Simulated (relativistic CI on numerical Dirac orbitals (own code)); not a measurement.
# One change at a time: Er

Base calculation: Dirac-Coulomb-Breit CI, orbitals from a KLI potential per configuration, model QED, valence Slater integrals scaled by 0.85, P86 correlation energy added to each configuration.

CI space (outside the closed core [Xe]): 4f12.6s2, 4f11.6s2.5d, 4f12.6s.6p, 4f11.6s2.6p, 4f12.6s.5d, 4f12.6s.6d, 4f12.6s.6f, 4f12.5d.6p, 4f12.6s.7s, 4f12.6s.8s, 4f13.6p, 4f13.6s, 4f13.5d, 4f12.7s2, 4f11.5d.7s2, 4f11.6p.7s2. Double excitations out of closed p, d and f shells are left out; levels of such configurations are missing from the list, as are those of other unlisted configurations, and high levels can miss mixing partners.

The lowest level and the first level of each name with at least 55 % of one term (blank where a level has no safe partner in the second run):

```
             Level  Base (cm⁻¹)  Shift (cm⁻¹)
 4f11.6s2.5d 5G°_6          0.0           0.0
 4f11.6s2.5d 5H°_7        695.2          +0.1
4f11.6s2.5d 5L°_10       1731.3          -0.2
 4f11.6s2.5d 5K°_9       2868.6          -0.2
 4f11.6s2.5d 5G°_5       4239.8          +3.1
 4f11.6s2.5d 5L°_8       7693.3          -0.2
  4f11.6s2.6p 5H_7       8297.2       -2137.4
 4f11.6s2.5d 5L°_9       8650.6          -0.2
 4f11.6s2.5d 3G°_5       8665.1          +6.9
 4f11.6s2.5d 5G°_4       9129.9          +0.8
 4f11.6s2.5d 5K°_8       9609.5          -0.1
  4f11.6s2.6p 5K_9      10897.4       -2138.7
  4f11.6s2.6p 5I_8      11236.8       -2138.1
  4f11.6s2.6p 3H_6      11340.0       -2133.9
```

For a near-neutral ion this model can misplace configurations by up to about 10,000 cm⁻¹ (more where the count of f electrons changes) and terms by 10 to 25 % of their spread. Rates follow the energies as ν³ (E1, M1) or ν⁵ (E2), so they and the lifetimes can be off by large factors. The fine structure of a lone outer electron comes out too small, for d and f at times inverted, and misplaced configurations move strength between like terms. 5 of the 21 excited levels that our extract of the measured tables holds in this range could be paired (the sources list more); they are missed by 4012 cm⁻¹ on average and 12416 at most, and levels without a partner can miss by more. Some levels of the ground configuration have no partner and can miss by 10 % or more. The computed lowest level isn't the tabulated ground level, which NIST ASD gives as 4f12 6s2 3H6.

(1) One thing was changed in a second run, which moved the levels as shown. Which?
A. configuration mixing switched off
B. QED terms removed
C. Breit term removed
D. Slater integrals left unscaled
E. no correlation estimate

Answers

(1) E. No correlation estimate. A correlation estimate moves all levels of a configuration together before mixing; mixed levels move by a weighted share.

LS names give the leading component of a level, which can be under half, so a name can repeat, a term be missing and a line seem to break the LS rules.
